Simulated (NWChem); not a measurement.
ZnN₂H₄; SMILES [NH2][Zn][NH2]

```xyz
7

Zn     0.0284     0.0000     0.0004
N     -0.1093    -1.8242    -0.0509
H     -0.4460    -2.2420     0.8271
H      0.7701    -2.3101    -0.2707
N     -0.1153     1.8239     0.0406
H     -0.3335     2.2468    -0.8719
H      0.7279     2.3079     0.3764
```
Atoms are numbered in this order, from 1.

All runs: NWChem. Coordinates come from a PBE-D3(BJ)/def2-SVP optimisation.

### Question
Taking PBE0/pcseg-2 as the yardstick, which of these has the fewest basis functions while keeping “dipole (D)” within 0.05 D of it: PBE0/pcseg-1; PBE0/def2-SVP; PBE0/aug-pcseg-1?

### Answer
none of them.
```tsv
level	basis functions	dipole (D)
PBE0/pcseg-1	79	1.94
PBE0/def2-SVP	79	1.88
PBE0/aug-pcseg-1	129	1.54
PBE0/pcseg-2	172	1.72
```

The yardstick is one finite set, not the basis-set limit.
